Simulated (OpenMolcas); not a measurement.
**O2+: from CASSCF to CASPT2**

```
Program             : OpenMolcas 26.06
Basis               : ANO-R2 [4s4p2d1f]
Scalar Hamiltonian  : X2C, finite nucleus
Active space        : 4 electrons in 4 orbitals (2s 2p)
State averaging     : 2S+1 = 3 even, 6 roots; 2S+1 = 1 even, 11 roots; 2S+1 = 5 odd, 1 root; 2S+1 = 3 odd, 9 roots; 2S+1 = 1 odd, 8 roots
Spin-orbit coupling : state interaction with AMFI integrals over the reference wave functions, term energies averaged over their components
```

Methods on the same reference wave functions:
A. CASSCF
B. SS-CASPT2, IPEA 0.25 Eh, imaginary shift 0.1 Eh (closed shells correlated: 1s)
C. MS-CASPT2, IPEA 0.25 Eh, imaginary shift 0.1 Eh (closed shells correlated: 1s)

Energies in cm⁻¹ above 2s² 2p² ³P₀, the measured ground level; measured values from Moore, Selected Tables of Atomic Spectra, NSRDS-NBS 3, section 11.

| Level | A | B | C | Measured |
| --- | --- | --- | --- | --- |
| 2s² 2p² ³P₀ | 0.0 | 0.0 | 0.0 | 0.0 |
| 2s² 2p² ³P₁ | 103 | 103 | 104 | 113 |
| 2s² 2p² ³P₂ | 305 | 305 | 306 |  |
| 2s² 2p² ¹D₂ | 22632 | 20400 | 20410 | 20273 |
| 2s² 2p² ¹S₀ | 40498 | 42640 | 42660 | 43186 |
| 2s 2p³ ⁵S°₂ | 48628 | 57780 | 57800 | 60325 |
| 2s 2p³ ³D°₂ | 123026 | 118280 | 118300 |  |
| 2s 2p³ ³D°₁ | 123026 | 118280 | 118300 |  |
| 2s 2p³ ³D°₃ | 123028 | 118280 | 118300 |  |
| 2s 2p³ ³P°₀ | 145238 | 141860 | 141880 |  |
| 2s 2p³ ³P°₁ | 145239 | 141870 | 141880 |  |
| 2s 2p³ ³P°₂ | 145240 | 141870 | 141880 |  |
| 2s 2p³ ¹D°₂ | 202253 | 188380 | 188400 | 187054 |
| 2s 2p³ ³S°₁ | 209556 | 198660 | 198680 | 197088 |
| 2s 2p³ ¹P°₁ | 224181 | 211610 | 211630 | 210462 |

Deviations, from unrounded energies. A percentage is the sum of absolute deviations over the sum of measured energies, with the sign that they share, or ± where signs differ.

```json
{"Against measurement": "mean absolute deviation (cm-1)", "Levels": "7", "A": "8300", "B": "1000", "C": "1000"}
{"Against measurement": "fine structure of the ground term (%)", "Levels": "1", "A": "-8.7", "B": "-8.8", "C": "-8.4"}
{"Against measurement": "other terms of the ground configuration (%)", "Levels": "2", "A": "±8.0", "B": "±1.1", "C": "±1.0"}
{"Against measurement": "other configurations (%)", "Levels": "4", "A": "±8.1", "B": "±1.0", "C": "±1.0"}
```

B, C lie about equally close to measurement and A furthest from it. The largest miss of B in the table is 2s 2p³ ⁵S°₂, by -2500 cm-1. The ranking rests on the paired levels alone, and a cruder setting can come out closer through cancelling errors.

Between B and C the level of the table that moves most is 2s 2p³ ³S°₁, by 18 cm-1 (lowest in B, highest in C). Moves below CASPT2's spread within the term are not significant.

The two smallest mean deviations differ by little beside CASPT2's spread within terms, so their order carries little weight.

From A to B the spin-free energies of the other terms of 2s² 2p² shown, above ³P, scale by factors of 0.90 to 1.05.

The lowest spin-free term lies below A's lowest term by 0.084 hartree in B, 0.084 hartree in C.

CASPT2 breaks the degeneracy within a term, and the mean is taken; among the terms shown or strongly mixed into the levels shown the widest spread is 550 cm-1 (2s 2p³ ³D°, C). Measured partners are found by configuration, term and J. A level has none where our copy of the source lacks it or the pairing is in doubt (some pairs that miss far off the trend of their configuration count as doubtful), and it then counts in no deviation. Levels of configurations outside the active space are missing. The table leaves out levels that lie high or whose names do not pair safely across all columns.

° marks odd parity.
